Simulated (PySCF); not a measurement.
PySCF input file for Hf(OH)4 (H₄HfO₄), SMILES [OH][Hf]([OH])([OH])[OH], multiplicity 1, C-PCM-M06-2X/def2-SVP. Geometry: B3LYP-D3(BJ)/def2-SVP. The multiplicity is an assumed one; other spin states were not compared. The isomer is the one that the SMILES or the coordinates give; other isomers of the formula were not compared. The def2 effective core potentials stand for the cores of Hf; spin–orbit coupling is left out. Other conformers were not sampled.

```python
import numpy as np
from pyscf import gto, scf, dft
from pyscf.solvent import pcm

mol = gto.M(
    atom='''
    Hf    0.00000000   -0.00000000    0.00000000
    O     1.12039086    1.12039086   -1.12039086
    H     1.67220878    1.67220878   -1.67220877
    O    -1.12039086    1.12039086    1.12039086
    H    -1.67220878    1.67220878    1.67220878
    O    -1.12039086   -1.12039085   -1.12039086
    H    -1.67220877   -1.67220878   -1.67220878
    O     1.12039086   -1.12039086    1.12039085
    H     1.67220878   -1.67220878    1.67220878
    ''',
    basis='def2-SVP',
    ecp={'Hf': 'def2-svp'},
    charge=0,
    spin=0,
    max_memory=1600,
    verbose=3,
)
mf = dft.RKS(mol, xc='m06-2x').density_fit(auxbasis='def2-universal-jkfit')
mf.grids.level = 4
mf.conv_tol = 1e-9
mf.max_cycle = 100
mf.kernel()
res = {}
for name, eps in {'water': 78.355, '2-propanol': 19.264, 'ethanol': 24.852}.items():
    s = mf.PCM()
    s.with_solvent.method, s.with_solvent.eps, s.with_solvent.lebedev_order = 'C-PCM', eps, 29
    s.kernel(mf.make_rdm1())
    res[name] = (s.e_tot, eps, s.dip_moment(), s.mo_energy, s.converged)
    print(f'{name}: electrostatic solvation free energy {(s.e_tot - mf.e_tot) * 627.509474:.3f} kcal/mol')
```

Program output:

```
converged SCF energy = -351.126325724914

WARN: PCM is an experimental feature. It is still in testing.
Features and APIs may be changed in the future.

converged SCF energy = -351.14100620402
Dipole moment(X, Y, Z, Debye):  0.00000, -0.00000,  0.00000
water: electrostatic solvation free energy -9.212 kcal/mol

WARN: PCM is an experimental feature. It is still in testing.
Features and APIs may be changed in the future.

converged SCF energy = -351.1403885702
Dipole moment(X, Y, Z, Debye):  0.00000, -0.00000,  0.00000
2-propanol: electrostatic solvation free energy -8.825 kcal/mol

WARN: PCM is an experimental feature. It is still in testing.
Features and APIs may be changed in the future.

converged SCF energy = -351.140572384675
Dipole moment(X, Y, Z, Debye):  0.00000, -0.00000,  0.00000
ethanol: electrostatic solvation free energy -8.940 kcal/mol
```

The run converged.

Cost: very roughly 2.0 core-minutes.
